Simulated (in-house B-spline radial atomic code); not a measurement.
**RPA and G0W0 on B3LYP (VWN-RPA): S⁴⁺**

Configuration [Ne] 3s2, mean-field start B3LYP (VWN-RPA). Computed with an all-electron radial atomic-structure program (B-spline basis): all electrons, scalar-relativistic (spin-free one-electron X2C), finite nucleus, each spin shell either full or empty, empty states to l = 9 with an (l + 1/2)⁻⁴ tail; G0W0 by contour deformation at full frequency.

Command:
```bash
python run_gw.py task.json out
```
Settings (radii: box in bohr, nucleus in fm):
```
Z                        16
electrons                12
configuration            [Ne] 3s2
hamiltonian              x2c
method                   b3lyp
lmax                     9
rms_radius               3.2611
spin_polarised           False
box_radius               11.96
intervals                69
ion_configuration        [Ne] 3s1
```

Run time, properties included: 4 s on 1 thread of Arm Neoverse N1 (shared host).

Energies (hartree):

```csv
term,value
mean-field total,-394.97555
Hartree-Fock functional on these orbitals,-394.44932
direct second order,-0.83478
second-order exchange,0.3042
SOSEX correction,0.27301
```

Question: What is the RPA correlation energy, and what remains with SOSEX?

Answer: RPA gives -0.73736 hartree (-1.67 eV per electron); RPA + SOSEX gives -0.46435, and the second-order doubles -0.53057 hartree (no singles). RPA lacks exchange-type terms and so overcorrelates at short range.

Quasi-particle levels (eV):

| level | occupied | mean field | Σx - vxc | Σc | QP weight | G0W0 |
| --- | --- | --- | --- | --- | --- | --- |
| 3s | yes | -67.30 | -3.68 | ? | ? | ? |
| 2p | yes | -221.66 | -19.48 | 4.37 | 0.919 | -236.77 |
| 3p | no | -52.33 | 6.36 | -1.82 | 0.947 | -47.80 |

G0W0 = mean field + (Σx - vxc) + Σc, with Σc (partial-wave tail included) taken at the quasi-particle energy. Levels of low weight are left out.

Question: Where does G0W0 put 3s?

Answer: At -73.03 eV, with Σc = -2.05 eV and a quasi-particle weight of 0.956. The tabulated removal energy is 72.594 eV (NIST, measured); the calculation leaves out spin-orbit coupling, Breit and QED terms, and what these don't explain is the method's own error.

Question: What does it cost to remove one electron (to [Ne] 3s1) by differences of total energies, each species on its own start (correlation terms add to the Hartree-Fock functional)?

Answer: B3LYP (VWN-RPA) 72.69 eV, Hartree-Fock functional 70.79 eV, + RPA 72.98 eV, + RPA + SOSEX 72.40 eV, + second order 73.02 eV. Tabulated: 72.594 eV (NIST, measured); the calculation leaves out spin-orbit coupling, Breit and QED terms, and what these don't explain is the method's own error.
